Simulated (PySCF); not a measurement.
A small calculation by hand: chemical shift, span and skew from a shielding tensor

Al(H)(F)(Et) (C₂H₆AlF), SMILES C[CH2][AlH][F]. Atoms are numbered in the order given.

```xyz
10

Al    -0.4370     0.6833     0.0000
H     -2.0321     0.7688     0.0000
F      0.3668     2.1649     0.0000
C      0.6372    -0.9597     0.0000
C     -0.1556    -2.2769     0.0000
H      1.3203    -0.9080    -0.8789
H      1.3203    -0.9080     0.8789
H     -0.8135    -2.3664     0.8898
H     -0.8135    -2.3664    -0.8898
H      0.5089    -3.1667     0.0000
```

Geometry optimised at PBE-D3(BJ)/def2-SVP. The values are those of a single conformer.

GIAO shieldings from PBE0/pcSseg-1 (PySCF), non-relativistic, no solvent. The symmetric part of the tensor of F3 has the principal values 175.0, 361.2, 366.3 ppm. The same nucleus in CFCl3 has σ = 167.2 ppm at this level (PySCF, at its B3LYP-D3(BJ)/def2-TZVP geometry).

Work out the isotropic shielding, the ¹⁹F shift against CFCl3, the span and the skew.


σ(iso) = (σ11 + σ22 + σ33)/3 = 300.8 ppm. δ = σ(ref) − σ(iso) = 167.2 − (300.8) = -133.6 ppm.
Span Ω = σ33 − σ11 = 191.3 ppm. Skew κ = 3(σ(iso) − σ22)/Ω = -0.95. Tumbling in solution averages the tensor to δ; in a static solid the shielding alone would spread this spin-1/2 line over Ω.
